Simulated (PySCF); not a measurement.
## SnCl at UHF-MP2

Computed with UHF-MP2; PySCF, scalar-relativistic core potentials, basis sets Sn def2-SVPD with ECP28, Cl def2-SVPD.

```json
{"state": "²Π (doublet), unpaired electrons π ↑", "bond length": "0.2427 nm", "harmonic wavenumber": "339 cm⁻¹", "force constant": "1.83 mdyn/Å", "rotational constant Be": "0.1057 cm⁻¹", "anharmonicity ωexe": "1.01 cm⁻¹", "vibration–rotation constant αe": "0.000440 cm⁻¹", "well depth De to Sn + Cl": "356 kJ/mol", "dissociation energy D0": "354 kJ/mol"}
```

Correlated steps freeze 9 core orbitals. Correlated levels converge slowly with the basis: in double zeta they bind strong bonds too weakly, by up to about 1 eV, and carry superposition errors of some tenths. These are scalar-relativistic numbers at best; spin–orbit coupling would shift them, the dissociation energy most. The state was picked by a PBE0 search and need not be the measured ground state.
